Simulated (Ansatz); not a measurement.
`F[SiH2]C=S` + HBr → `S=C[SiH2]Br` + H–F at 298.15 K and 1 bar (ligand exchange at the Si–F bond).

Gas-phase electronic energies from Ansatz, PBE0-D4/def2-TZVP geometries. CBS: MP2 limit from def2 TZ/QZ plus the TZ coupled-cluster correction, frozen cores. This one scheme is used for every species. For Br outer-core shells are correlated without core-valence functions, which leaves a few kJ/mol of doubt a bond. Scalar relativity is left out up to krypton. One conformer a species, not always the lowest.

```json
{"species": "`F[SiH2]C=S`", "CCSD(T)/CBS energy (Eh)": "-826.53208", "H − E (kJ/mol)": "111.9", "S (J/(mol·K))": "318.9"}
{"species": "HBr", "CCSD(T)/CBS energy (Eh)": "-2573.91920", "H − E (kJ/mol)": "24.6", "S (J/(mol·K))": "198.6"}
{"species": "`S=C[SiH2]Br`", "CCSD(T)/CBS energy (Eh)": "-3300.04247", "H − E (kJ/mol)": "108.7", "S (J/(mol·K))": "347.9"}
{"species": "H–F", "CCSD(T)/CBS energy (Eh)": "-100.39570", "H − E (kJ/mol)": "33.5", "S (J/(mol·K))": "173.6"}
```

H − E and S are ideal-gas, rigid-rotor, harmonic terms from PBE0-D4/def2-TZVP, for one conformer and one mirror image of each species. 1 Eh = 2625.50 kJ/mol, R = 8.31446 J/(mol·K).

Question: By hand: ΔE, ΔH, ΔS and ΔG.

Answer: ΔE = (-3300.04247) + (-100.39570) − (-826.53208) − (-2573.91920) = 0.01311 Eh = 34.4 kJ/mol. Δ(H − E) = 108.7 + 33.5 − 111.9 − 24.6 = 5.7, so ΔH = 40.1 kJ/mol. ΔS = 347.9 + 173.6 − 318.9 − 198.6 = 4.0 J/(mol·K). ΔG = 40.1 − 298.15 × (4.0)/1000 = 38.9 kJ/mol.

Question: By hand: the equilibrium constant, and the temperature at which ΔG would vanish if ΔH and ΔS stayed fixed.

Answer: log₁₀ K = −ΔG/(RT ln 10) = -6.8. ΔG = 0 at ΔH/ΔS = 10025 K, far beyond where these terms or the molecules hold.

The number of gas molecules stays the same, so ΔS is small and ΔH decides. A doubt of 5 kJ/mol in ΔE shifts log₁₀ K by 0.9 here. Other conformers and mirror images would add mixing entropy, several J/(mol·K) or more a flexible species. Modes under 60 cm⁻¹, often nearly free rotors, make the harmonic entropy too high. These are equilibria of isolated gas molecules and say nothing of rates. Largest T1 diagnostic: 0.015 (customary marks: 0.02 for closed shells, 0.045 for open ones).
